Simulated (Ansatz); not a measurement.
Cu3F4⁻. Total charge -1; singlet. Geometry r2SCAN-D4/def2-SVPD, basis def2-TZVPD, Ansatz.

```csv
atom,x (Å),y (Å),z (Å)
Cu1,0.030,0.017,0.019
Cu2,1.307,-3.296,0.984
Cu3,-1.318,3.289,-0.992
F4,-1.959,4.863,-1.512
F5,-0.645,1.647,-0.451
F6,0.703,-1.613,0.490
F7,1.883,-4.908,1.461
```

```
run  HOMO (eV)  LUMO (eV)
  A      -1.57       0.71
  B      -1.72       1.04
  C      -3.08       1.70
  D      -1.46       0.81
  E      -4.70       2.46
```

No other spin state of charge -1 was run. Another isomer (singlet) lies 0.36 eV lower at r2SCAN-D4/def2-TZVPD; other spin states weren't run for this one.

**Question.** The runs used CAM-B3LYP, PBE, PBE0, r2SCAN, revPBE. Estimate which is which.

**Answer.** A PBE (0 % exact exchange); B r2SCAN (0 % exact exchange); C PBE0 (25 % exact exchange); D revPBE (0 % exact exchange); E CAM-B3LYP (range-separated). Exact exchange lowers occupied and raises empty levels; among semilocal functionals meta-GGAs tend to open the gap a little, and such runs are hard to tell apart. The gap grows from 2.27 eV (revPBE) to 7.16 eV (CAM-B3LYP).
